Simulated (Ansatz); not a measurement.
CH3IMg⁺, that is MgMeI with one electron fewer. Total charge 1; doublet. Geometry PBE-D4/def2-TZVP, that of the neutral singlet; atoms count from 1.

```xyz
6

Mg   -0.6617    0.7959    0.5161
C     0.5248   -0.6353   -0.4190
H     0.0060   -1.0813   -1.2804
H     0.7827   -1.4479    0.2763
H     1.4640   -0.1933   -0.7834
I    -2.1158    2.5619    1.6904
```

In the def2 sets I takes a core potential; there is no spin–orbit coupling.

Problem. Estimate the Mulliken populations from the PBE0/def2-TZVP orbitals of Ansatz.

Solution. 
| atom | charge (e) | spin (α − β) |
| --- | --- | --- |
| Mg1 | 0.81 | 0.02 |
| C2 | -0.56 | 0.44 |
| H3 | 0.22 | 0.00 |
| H4 | 0.22 | 0.00 |
| H5 | 0.22 | 0.00 |
| I6 | 0.08 | 0.53 |
Mulliken values depend strongly on the basis.

Problem. Where does the spin sit?

Solution. Summed by element: Mg 0.02, C 0.44, H 0.00, I 0.53, of 1 unpaired in all. Largest on single atoms: I6 0.53, C2 0.44, Mg1 0.02.

Problem. And the Mayer bond orders between heavy atoms (over 0.3)?

Solution. Mg1–C2 0.64 (2.08 Å); Mg1–I6 1.00 (2.57 Å).
